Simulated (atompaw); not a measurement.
Pb: one change to a PAW (atompaw) potential, before and after

```json
{
  "Element": "lead",
  "Generator": "atompaw 4.2.0.5",
  "Type": "PAW",
  "Functional": "PBEsol",
  "Relativity": "scalar-relativistic",
  "Frozen core": "[Xe] 4f14 5d10",
  "Valence charge": "4",
  "Reference configuration": "6s2 6p2",
  "Partial waves": "6s (bound): rc 2.05 bohr; 6s channel at 4.1 Ry: rc 2.05 bohr; 6p (bound): rc 2.05 bohr; 6p channel at 2.15 Ry: rc 2.05 bohr; 6d channel at 0.1 Ry: rc 2.05 bohr; 6d channel at 1.95 Ry: rc 2.05 bohr",
  "Local potential": "bessel scheme, radius 1.55 bohr",
  "Core correction": "smooth core density matched at 1.05 bohr",
  "Augmentation charge": "sinc compensation charge, radius 1.85 bohr; PAW radius 2.05 bohr; waves and projectors: custom polynom2 7 10 vanderbiltortho"
}
```

Change: all radii scaled by about 1.05 (s 2.16, p 2.16, d 2.16 bohr); local potential bessel scheme, radius 1.64 bohr; augmentation sinc compensation charge, radius 1.94 bohr; PAW radius 2.16 bohr; waves and projectors: custom polynom2 7 10 vanderbiltortho; core correction smooth core density matched at 1.10 bohr.

Cutoffs: the cutoffs (Ry, on a coarse ladder) from which the occupation-weighted sum of valence levels, in a spherical-Bessel basis at the reference potential, stays within 10 and 1 mRy of its value at 400 Ry; they do not see the model core or the augmentation charge, which bear on the density cutoff.

Problem. What does the change do?

Solution. The potential gets softer (15 Ry and 21 Ry → 8 Ry and 18 Ry); both files keep a bound ghost (d, p, s). A larger radius leaves more room for a smooth pseudo-wave, so fewer plane waves are needed.

```tsv
quantity	base	changed
cutoff, loose	15 Ry	8 Ry
cutoff, tight	21 Ry	18 Ry
loose cutoff by channel (10 mRy a level)	s 6 Ry, p 15 Ry	s 6 Ry, p 6 Ry
bound ghosts	s, p, d	s, p, d
lowest overlap eigenvalue by channel	s 0.01, p 0.37, d 0.86	s 0.02, p 0.27, d 0.85
```

 A true bound ghost makes a file unfit for plane-wave use even where its test errors are small: the radial tests pick states by their node count and pass the ghost by. The cutoffs see the waves, projectors and local potential, not the compensation charge or the core.
